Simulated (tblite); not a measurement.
Species: C6H11NSi.
Cartesian coordinates in Å at the GFN2-xTB level; atoms count from 1:
```xyz
19
C6H11NSi angstrom
C     -2.1948   -1.9256    0.7267
C     -1.0632   -1.9716    0.0433
Si    -0.2030   -0.4934   -0.7436
N     -1.0837    0.8875   -0.1977
C     -1.6809    1.8213   -0.7663
C      1.5322   -0.2645   -0.0414
C      2.2502    1.0464   -0.1951
C      1.7742    0.6163    1.1516
H     -2.6530   -2.8033    1.1586
H     -2.7126   -0.9945    0.8887
H     -0.5800   -2.9315   -0.0921
H     -0.1048   -0.6940   -2.2037
H     -1.7743    1.9402   -1.8500
H     -2.1573    2.5932   -0.1649
H      2.1634   -1.1436   -0.1006
H      1.7306    1.8590   -0.6814
H      3.3117    1.0328   -0.3968
H      0.9276    1.1324    1.5773
H      2.5079    0.3021    1.8800
```

Level: GFN2-xTB in tblite, geometry and Hessian alike; calculated harmonic values, unscaled, isolated species. The method is semi-empirical: single wavenumbers can be off by several per cent or more. Modes of hydrogen on silicon can be 10 to 20 % off. One conformer, not necessarily the lowest.

Harmonic wavenumbers (cm⁻¹): 27.4, 38.7, 60.9, 102.8, 131.5, 166.1, 239.1, 263.8, 315.1, 356.1, 487.6, 491.7, 592.0, 658.9, 675.2, 741.2, 785.6, 813.4, 846.7, 918.7, 962.5, 1000.8, 1004.7, 1009.3, 1028.4, 1031.6, 1069.9, 1072.4, 1113.4, 1143.9, 1161.4, 1247.9, 1279.1, 1351.1, 1416.6, 1444.8, 1454.5, 1488.4, 1673.0, 1769.2, 2131.8, 2866.8, 2961.4, 3029.5, 3033.1, 3067.0, 3071.6, 3076.0, 3083.0, 3103.7, 3107.3.

A = 2251, B = 1303, C = 990.5 MHz; mass 125.066 u (most abundant isotopes); point group C1, symmetry number 1.

**Question.** What is the zero-point energy?

**Answer.** ½Σν̃ = 32983 cm⁻¹ = 94.30 kcal/mol.

**Question.** Give the ideal-gas entropy at 400 K and 1 bar in the rigid-rotor, harmonic-oscillator model (classical rotation).

**Answer.** Translation 41.87, rotation 29.97, vibration 45.64: S = 117.5 cal/(mol K).

**Question.** And Cp and H(400 K) − H(0)?

**Answer.** Cp = 49.31 cal/(mol K), of which vibrations give 41.36 (their classical limit is 51 R = 101.3); H(400 K) − H(0) = 11.88 kcal/mol without the zero-point energy, 8.71 from vibrations.

**Question.** Blend soft modes into free rotors: weight 1/[1 + (100 cm⁻¹/ν̃)⁴] for the oscillator and the rest for a rotor with moment μB/(μ + B), μ = h/(8π²ν), B = 10⁻⁴⁴ kg m². What vibrational entropy results?

**Answer.** 39.91 cal/(mol K) in place of 45.64, which changes −T·S at 400 K by +2.29 kcal/mol.

**Question.** What must be added to the electronic energy to get the Gibbs energy at 400 K and 1 bar?

**Answer.** ZPE + [H(400 K) − H(0)] − T·S = 94.30 + 11.88 − 46.99 = 59.19 kcal/mol.

Hindered rotation and anharmonicity are outside this model. Other conformers, if any are populated, would add a mixing term that is left out. The structure is chiral; the term R ln 2 for an equal mix with its mirror image is left out.
